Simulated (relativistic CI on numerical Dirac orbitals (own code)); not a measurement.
Radial parameters of Sn²⁴⁺

Method of calculation: Dirac-Coulomb-Breit CI, KLI orbitals optimised for each configuration, QED by a radiative potential, unscaled Slater integrals (own radial code, finite nucleus).

Slater integrals F^k, G^k are unscaled and averaged over j, outside the closed core [Ne]; ζ comes from projecting the Hamiltonian with its Breit term on Σ l·s of the shell.

- 3s2 3p6 3d8: F^2(3d,3d) = 340010, F^4(3d,3d) = 218280, ζ(3d) = 29698 cm⁻¹; <r>(3d) = 0.2963, <r^2>(3d) = 0.1029 (bohr units).
- 3s2 3p5 3d9: ζ(3p) = 243000, F^2(3p,3d) = 305380, G^1(3p,3d) = 340730, G^3(3p,3d) = 222510, ζ(3d) = 29294 cm⁻¹; <r>(3p) = 0.3245, <r^2>(3p) = 0.1218, <r>(3d) = 0.2969, <r^2>(3d) = 0.1033 (bohr units).
- 3s2 3p4 3d10: F^2(3p,3p) = 305870, ζ(3p) = 242840 cm⁻¹; <r>(3p) = 0.3249, <r^2>(3p) = 0.1221 (bohr units).

Q: Give the Racah parameters of the d shell in 3s2 3p6 3d8.

A: B = F²/49 − 5F⁴/441 = 4464 cm⁻¹ and C = 35F⁴/441 = 17324 cm⁻¹.

Averages of the first 10 configurations, taken without configuration mixing, which lowers the lowest level and can move excited configurations by several eV; other configurations of the list can lie among them:

```tsv
Configuration	Parity	States	Average energy above the lowest level (eV)
3s2 3p6 3d8	even	45	11.7
3s2 3p5 3d9	odd	60	243.9
3s2 3p4 3d10	even	15	480.7
3s 3p6 3d9	even	20	399.8
3p6 3d10	even	1	794.0
3s 3p5 3d10	odd	12	630.6
3s2 3p6 3d7 4s	even	240	520.6
3s2 3p6 3d7 4p	odd	720	575.5
3s2 3p6 3d7 4d	even	1200	655.0
3s2 3p4 3d9 4s	even	300	979.8
```
